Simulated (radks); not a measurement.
The numbers below are computed, except where a source is named.
Kinetic energies: the exact non-interacting value of the Kohn-Sham orbitals and orbital-free approximations, as 100 (|E| - |E exact|)/|E exact|, negative where the magnitude is too small. Species: Au [Xe] 4f14 5d10 6s1; Pd39+ [He] 2s2 2p3; Rb4+ [Ar] 3d10 4s2 4p3; Au [Xe] 4f14 5d10 6s1. Level of theory: non-relativistic Kohn-Sham, PBE, spin-polarised, spherical densities, point nucleus (a radial shooting solver on a logarithmic mesh with Libxc functionals). Every spin shell is full or empty, so the densities are truly spherical. Functionals are evaluated on that one density, not self-consistently.

functional,Au,Pd39+,Rb4+,Au
exact (hartree),17864.8,3242.66,2933.74,17864.8
Thomas-Fermi,-4.65,-7.95,-5.83,-4.65
von Weizsacker,-64.44,-32.37,-53.95,-64.44
TF + vW,+30.91,+59.68,+40.22,+30.91
TF + vW/9,-0.69,-0.44,-0.71,-0.69
TF + vW/5,+2.47,+5.58,+3.38,+2.47
LC94,+0.01,-0.03,+0.05,+0.01
APBEK,+0.04,+0.02,+0.12,+0.04
revAPBEK,+0.17,+0.50,+0.33,+0.17
Perdew 92,-0.69,-0.42,-0.70,-0.69
Thakkar,-0.79,-0.19,-0.48,-0.79
Pearson,-0.85,-2.53,-1.06,-0.85
LKT,+15.98,+36.23,+21.64,+15.98
DePristo-Kress,-0.21,-0.46,-0.07,-0.21
Ernzerhof,-0.48,+0.80,-0.37,-0.48
